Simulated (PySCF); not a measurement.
Rows and methods have been separated. Pair them.

Compound: C₄H₁₀Si.
SMILES with atom numbers: `[CH2:1]=[CH:2][SiH2:3][CH2:4][CH3:5]` (hydrogens: H6, H7 on C1; H8 on C2; H9, H10 on Si3; H11, H12 on C4; H13, H14, H15 on C5)

The closed-shell ground state was solved 6 times with PySCF (density fitting, gas phase), always with PBE0, in these basis sets: 6-311+G(2d,p), 6-31G, 6-31G*, STO-3G, cc-pVTZ and def2-SVP. One conformer (not necessarily the lowest) at the PBE0-D3(BJ)/def2-SVP geometry, without solvent, vibrations or thermal averaging.

```csv
row,total energy (Eh),HOMO (eV),LUMO (eV),dipole (D)
P,-447.6452,-7.82,-0.45,0.85
Q,-447.5038,-7.60,0.18,0.84
R,-447.3875,-7.78,-0.19,0.85
S,-442.3836,-5.70,3.52,0.15
T,-447.6576,-7.81,-0.32,0.86
U,-447.5677,-7.59,0.09,0.90
```

Task: Which basis belongs to which row?

Result: P = 6-311+G(2d,p), Q = 6-31G, R = def2-SVP, S = STO-3G, T = cc-pVTZ, U = 6-31G*. From the lowest total energy up: cc-pVTZ (294 functions) 0 eV; 6-311+G(2d,p) (203 functions) +0.34 eV; 6-31G* (94 functions) +2.45 eV; 6-31G (69 functions) +4.19 eV; def2-SVP (124 functions) +7.35 eV; STO-3G (39 functions) +143.51 eV.

Conformer computed: `[CH2:1]=[CH:2][SiH2:3][CH2:4][CH3:5]`: C1–C2–Si3–C4 4°, C2–Si3–C4–C5 180°.
